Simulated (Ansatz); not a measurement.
Two members of one family (AlAs nanocrystals, H-capped) that differ in charge, which shifts all levels, computed with Ansatz in the gas phase. The structures are stationary points that may keep the symmetry of their start.

First: Al6As7H20⁺, cut from zinc blende (singlet, charge 1, PBE-D4/def2-SVP geometry).

Cartesian coordinates in Å:
```
As 2.072 2.656 1.234
As -1.463 -1.601 -3.246
As -1.185 1.994 -0.707
As 1.741 -0.384 -1.382
As 1.979 -0.915 2.583
As -1.359 -1.706 0.553
As -1.071 1.350 3.080
Al 0.933 -0.927 -3.756
Al 1.304 2.018 -1.093
Al 1.427 1.410 3.312
Al -2.546 -2.922 -1.366
Al -2.288 0.525 1.018
Al 1.105 -1.944 0.434
H 1.869 4.144 1.491
H 3.594 2.657 1.213
H -1.915 -2.308 -4.520
H -2.317 -0.348 -3.442
H -1.705 3.416 -0.551
H -1.836 1.676 -2.046
H 3.265 -0.442 -1.451
H 3.498 -1.031 2.654
H 1.648 -1.822 3.762
H -1.757 -2.468 1.817
H -1.616 2.698 3.537
H -1.579 0.516 4.248
H 0.871 0.510 -4.461
H 1.715 -2.230 -4.235
H 1.802 3.087 -2.158
H 2.000 1.956 4.688
H -4.083 -2.504 -1.279
H -1.912 -4.385 -1.391
H -3.855 0.752 1.147
H 1.665 -3.425 0.313
```

| level | HOMO (eV) | LUMO (eV) | gap (eV) |
| --- | --- | --- | --- |
| PBE-D4/def2-SVP | -9.13 | -5.45 | 3.68 |
| PBE-D4/def2-TZVP | -9.15 | -5.52 | 3.63 |
| r2SCAN-D4/def2-TZVP | -9.41 | -5.40 | 4.01 |
| B3LYP-D4/6-31G | -9.99 | -4.63 | 5.37 |
| PBE0-D4/def2-TZVP | -10.19 | -4.79 | 5.41 |

Second: Al7As7H20, cut from zinc blende (singlet, charge 0, PBE-D4/def2-SVP geometry).

Cartesian coordinates in Å:
```
Al -2.333 3.023 -0.920
Al 2.965 -1.007 2.500
Al 1.576 1.704 -0.745
Al -1.244 0.380 2.069
Al -3.663 -1.027 -0.975
Al 0.268 -2.286 -0.802
Al -0.794 0.313 -3.832
As 0.778 -0.306 3.466
As -0.437 2.183 0.595
As -2.606 0.887 -2.201
As 3.325 0.890 0.925
As 2.146 -2.708 0.874
As 0.969 -0.288 -2.064
As -1.648 -1.513 0.543
H -1.674 4.172 -1.826
H -3.577 3.283 0.061
H 4.147 -1.409 3.496
H 2.275 2.920 -1.505
H -2.374 0.735 3.136
H -4.826 -0.525 0.009
H -3.806 -2.319 -1.916
H 0.117 -3.660 -1.599
H -0.229 1.622 -4.570
H -1.109 -1.061 -4.600
H 1.115 0.767 4.497
H 0.403 -1.407 4.456
H -0.028 3.315 1.537
H -3.739 1.271 -3.156
H 3.835 2.042 1.787
H 4.644 0.583 0.220
H 3.396 -3.224 0.166
H 1.868 -3.960 1.701
H 2.257 -0.700 -2.777
H -1.996 -2.691 1.452
```

**Question.** What does the change do? Estimate second minus first.

**Answer.** 
| level | Δ HOMO (eV) | Δ LUMO (eV) | Δ gap (eV) |
| --- | --- | --- | --- |
| PBE-D4/def2-SVP | 3.25 | 3.05 | -0.20 |
| PBE-D4/def2-TZVP | 3.20 | 3.04 | -0.17 |
| r2SCAN-D4/def2-TZVP | 3.22 | 3.04 | -0.18 |
| B3LYP-D4/6-31G | 3.30 | 3.00 | -0.30 |
| PBE0-D4/def2-TZVP | 3.23 | 3.02 | -0.21 |
